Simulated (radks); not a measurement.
Ge III, 30 electrons, occupied as [Ar] 3d10 4s2. Method: scalar-relativistic Kohn-Sham, PBE, spin-unpolarised, spherical densities, point nucleus; computed with a radial shooting solver on a logarithmic mesh with Libxc functionals.

Normalised radial functions P(r) = r R(r), r in bohr:

| r | 2s | 3s | 3p |
|---|---|---|---|
| 0.006651 | 0.6289 | 0.2454 | 0.0160 |
| 0.00866 | 0.7583 | 0.2957 | 0.0259 |
| 0.01128 | 0.8937 | 0.3481 | 0.0415 |
| 0.01468 | 1.0204 | 0.3967 | 0.0659 |
| 0.01912 | 1.1141 | 0.4315 | 0.1029 |
| 0.0249 | 1.1385 | 0.4380 | 0.1576 |
| 0.03242 | 1.0462 | 0.3966 | 0.2349 |
| 0.04221 | 0.7858 | 0.2868 | 0.3376 |
| 0.05497 | 0.3202 | 0.0943 | 0.4624 |
| 0.07157 | -0.3442 | -0.1744 | 0.5930 |
| 0.0932 | -1.1228 | -0.4741 | 0.6935 |
| 0.1214 | -1.8381 | -0.7085 | 0.7055 |
| 0.158 | -2.2587 | -0.7442 | 0.5597 |
| 0.2058 | -2.2132 | -0.4698 | 0.2106 |
| 0.2679 | -1.7243 | 0.1096 | -0.3120 |
| 0.3489 | -1.0374 | 0.8064 | -0.8715 |
| 0.4543 | -0.4593 | 1.3118 | -1.2619 |
| 0.5915 | -0.1397 | 1.3933 | -1.3259 |
| 0.7703 | -0.0267 | 1.0813 | -1.0766 |
| 1.003 | -0.0029 | 0.6230 | -0.6814 |
| 1.306 | -0.0001 | 0.2602 | -0.3295 |
| 1.701 | 0.0000 | 0.0746 | -0.1164 |
| 2.214 | 0.0000 | 0.0134 | -0.0279 |
| 2.883 | 0.0000 | 0.0013 | -0.0040 |
| 3.755 | 0.0000 | 0.0001 | -0.0003 |
| 4.889 | 0.0000 | 0.0000 | 0.0000 |
| 6.366 | 0.0000 | 0.0000 | 0.0000 |

2s: eigenvalue -1391.8 eV, 1 radial node at r = 0.0630 bohr, <r> = 0.210 bohr, 90 % of the charge inside 0.325 bohr. 3s: eigenvalue -188.44 eV, 2 radial nodes at r = 0.0608, 0.257 bohr, <r> = 0.624 bohr, 90 % of the charge inside 0.933 bohr. 3p: eigenvalue -135.57 eV, 1 radial node at r = 0.231 bohr, <r> = 0.647 bohr, 90 % of the charge inside 0.995 bohr.
